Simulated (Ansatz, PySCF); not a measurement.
This Ansatz (a quantum-chemistry and plane-wave program) input computes a CCSD(T)/cc-pVDZ energy:

Ansatz 0.2 input:
```yaml
crystal:
  periodic: [false, false, false]
  atoms:
    - {symbol: C, position_ang: [1.56348962, 0.97603541, 0.77472909]}
    - {symbol: C, position_ang: [0.59807497, 0.37896046, 0.28393512]}
    - {symbol: C, position_ang: [-0.53568589, -0.49210624, 0.08415472]}
    - {symbol: O, position_ang: [-1.11572118, -0.50652215, -0.97403390]}
    - {symbol: H, position_ang: [-0.82950277, -1.12516051, 0.93535760]}
basis:
  gaussian:
    orbitals: cc-pVDZ
magnetization: {spin_polarized: true, initial_magnetization: 1}
correlation: {method: ccsd_t, electrons: outside_noble_gas}
```

Problem. Write an input for the same energy in PySCF and say what it gives.

Solution. 
```python
from pyscf import gto, scf, mp, cc as ccmod

mol = gto.M(
    atom='''
    C     1.56348962    0.97603541    0.77472909
    C     0.59807497    0.37896046    0.28393512
    C    -0.53568589   -0.49210624    0.08415472
    O    -1.11572118   -0.50652215   -0.97403390
    H    -0.82950277   -1.12516051    0.93535760
    ''',
    basis='cc-pvdz',
    charge=0,
    spin=1,
    verbose=4,
)

mf = scf.UHF(mol)
mf.conv_tol = 1e-10
mf.max_cycle = 100
mf.kernel()
mo, _, stable, _ = mf.stability(return_status=True)
if not stable:
    mf.kernel(mf.make_rdm1(mo, mf.mo_occ))
mp2 = mp.MP2(mf, frozen=4).run()
cc = ccmod.CCSD(mf, frozen=4)
cc.max_cycle = 100
cc.kernel()
et = cc.ccsd_t()
print(f'E(CCSD(T)) = {cc.e_tot + et:.9f}')
```
It gives -189.44339 Eh, and Ansatz -189.44273 Eh, a difference of 0.66 mEh. That is more than fitting and grids explain: the two runs ended on different electronic states or use different definitions.

It need not be the lowest isomer of its formula.
